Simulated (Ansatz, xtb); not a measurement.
BrFInOSi: where a starting geometry ends

The starting geometry of this gas-phase doublet was built from a drawn formula by distance geometry; its bonds are those of `O=[Si][In]([F])[Br]`.

```xyz
5

Br   -3.2429   -1.7830    1.3400
F    -0.4755    0.3272    0.2588
In   -1.4573    0.0588    1.9051
O    -3.1377    2.3261    3.6016
Si   -2.9291    2.0856    2.1211
```

Predict what becomes of its bonds when it is optimised with r2SCAN-D4/def2-SVP.

A new bond forms, giving a structure given below by its coordinates. Contacts that close: In3–O4 (3.29 → 2.30 Å).

The energy falls by 0.80 eV over 17 steps:

```csv
step,E − E(last) (eV)
1,0.798
3,0.372
5,0.342
6,0.307
8,0.284
10,0.276
12,0.175
13,0.093
15,0.019
17,0.000
```

Final geometry (Å):

```xyz
5

Br   -3.0948   -1.9749    1.6513
F    -0.2167    0.4841    0.9222
In   -2.1362    0.2940    1.2849
O    -2.4667    1.6144    3.1330
Si   -3.3281    2.5972    2.2352
```

From the same start GFN2-xTB ends elsewhere, differing in In3–Si5 (3.21 against 2.76 Å here).

No frequencies were run, so the end isn't proven a minimum. Open shells are spin-unrestricted. Atoms past krypton carry core potentials, without spin–orbit terms. Run with Ansatz 0.2.0, 2.2 min on 2 threads of Intel(R) Xeon(R) Platinum 8259CL CPU @ 2.50GHz (Skylake/Cascade Lake) (shared host).
